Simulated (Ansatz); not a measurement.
Ansatz results at the PBE0-D4/def2-TZVP geometry: HOMO energy (B3LYP/def2-TZVPP) -6.21 eV; HOMO energy (ωB97M-V/def2-TZVPP) -8.33 eV; LUMO energy (PBE/def2-TZVPP) -2.24 eV.

Problem. Which molecule gave them?
A. `Clc1cccc2ccccc12`
B. `C=Cc1ccco1`
C. `OC(c1ccc[se]1)(C(F)(F)F)C(F)(F)F`
D. `O=Cc1cccs1`

Solution. A. The others give `C=Cc1ccco1`: -5.95, -8.16, -1.75; `O=Cc1cccs1`: -7.21, -9.45, -2.85; `OC(c1ccc[se]1)(C(F)(F)F)C(F)(F)F`: -7.12, -9.43, -2.03.

B3LYP here is the variant with VWN-RPA as its local correlation; programs differ in this.
